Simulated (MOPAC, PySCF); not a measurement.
aluminium nitride flake of 1 rings (benzene shape) `[NH]1[AlH][NH][AlH][NH][AlH]1`, neutral singlet in the gas phase. The geometry has D3h symmetry (within 0.05 Å) and had no frequency check at the DFT level, so a distortion to lower symmetry isn't ruled out.

Z-matrix (Å, degrees):
```
N
H 1 1.0192
Al 1 1.7972 2 117.34
N 3 1.7972 1 114.67 2 179.98
H 4 1.0192 3 117.34 1 -179.99
Al 4 1.7972 5 117.34 3 179.98
N 6 1.7972 4 114.67 5 -179.99
H 7 1.0192 6 117.34 4 179.99
Al 7 1.7972 8 117.34 6 -180.00
H 3 1.5810 4 122.66 5 0.01
H 6 1.5810 7 122.66 8 -0.01
H 9 1.5810 7 122.66 8 0.02
```
Charge 0, spin multiplicity 1.

All levels are single points at this geometry (B3LYP-D3(BJ)/def2-SVP); Pople sets use spherical d functions. Orbital energies aren't observables, and empty levels follow the basis.

| level | HOMO (eV) | LUMO (eV) | gap (eV) | dipole (D) | vertical IE, Delta-SCF (eV) |
|---|---|---|---|---|---|
| B3LYP-D3(BJ)/def2-SVP in PySCF | -6.88 | -0.14 | 6.74 | 0.00 | 8.90 |
| PBE-D3(BJ)/def2-SVP in PySCF | -5.90 | -0.75 | 5.14 | 0.00 | – |
| B3LYP/6-31G* in PySCF | -6.81 | -0.17 | 6.64 | 0.00 | 8.82 |
| BP86/6-31G* in PySCF | -5.93 | -0.81 | 5.11 | 0.00 | – |
| HF/STO-3G in PySCF | -6.34 | 10.42 | 16.76 | 0.00 | – |
| PM3 in MOPAC | -9.67 | -1.98 | 7.69 | 0.00 | – |
